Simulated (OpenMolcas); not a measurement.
W4+ among 3 point charges of -3 e arranged as a planar triangle (D3h).

```yaml
Program: OpenMolcas 26.06
Method: CASSCF
Basis: ANO-RCC-VDZP [7s6p4d2f1g]
Scalar_Hamiltonian: DKH2, point nucleus
Active_space: 2 electrons in 5 orbitals (5d)
State_averaging: 2S+1 = 3 even, 10 roots; 2S+1 = 1 even, 15 roots
Spin-orbit_coupling: state interaction with AMFI integrals over the reference wave functions
```

All point charges move together. At R = 2.06 Å the first state of the same spin is 9427 cm-1, and at R = 2.16 Å it is 6957 cm-1.

**Question.** A third run gives 4200 cm-1. What distance was it run at?

**Answer.** With a power law R^-n the two known points give n = -ln(6957 / 9427) / ln(2.16 / 2.06) = 6.41. Then R = 2.06 × (9427 / 4200)^(1/6.41) = 2.337 Å. The run was at 2.32 Å, so the estimate is off by +0.017 Å.

An orbital doublet at a regular site is open to a Jahn-Teller distortion, which this geometry leaves out. Without dynamic correlation the repulsion within the d shell is too large (B by tens of per cent), so at a given field states of lower spin stand too high. This is an electrostatic model: the charges have no orbitals. No measured value stands beside these numbers.
